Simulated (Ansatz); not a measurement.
```xyz
2

S     0.0000    0.0000   -1.0578
S     0.0000    0.0000    1.0578
```

Basis set: 6-31G (spherical functions). Left uncorrelated: 10 orbitals. Charge 0, multiplicity 3.

Computed with Ansatz (development build ahead of 0.2.0); the reference of a correlated method needn't be the lowest determinant of its kind.

**Question.** Give the atomization energy at this shape (free ground-state atoms in the same class of orbitals less the molecule, no zero-point energy) of triplet S2 by UHF-CCSD(T), UHF-BCCD(T).

**Answer.**

| method | atomization energy |
| --- | --- |
| UHF-CCSD(T) | 49.67 kcal/mol |
| UHF-BCCD(T) | 49.57 kcal/mol |

Caution: the reference determinant was not shown to be the lowest.

This basis has no polarisation functions and is too small for such energies, which can lie far from measured ones in either direction.
